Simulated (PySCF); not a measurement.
CCuO, SMILES O=[C+][Cu], charge +1, multiplicity 1.

The structure is a stationary point at ωB97X-D3(BJ)/def2-TZVP. The multiplicity is an assumed one; other spin states were not compared.

Computed with ωB97X-D3(BJ)/def2-TZVP run with PySCF.

Frequencies are harmonic and unscaled.

Modes within 1.5 cm⁻¹ of each other (mostly degenerate sets) share a row, with their intensities summed.

```
mode  ν (cm⁻¹)  IR (km/mol)  Raman (Å⁴/amu)  depolarisation  moving atoms (share of kinetic energy)
----  --------  -----------  --------------  --------------  --------------------------------------
1–2        284          0.2             0.9            0.75                          C 75 %, O 23 %
3          341          1.0             0.1            0.00                 O 41 %, Cu 31 %, C 28 %
4         2353        119.7            46.5            0.26                          C 59 %, O 41 %
```
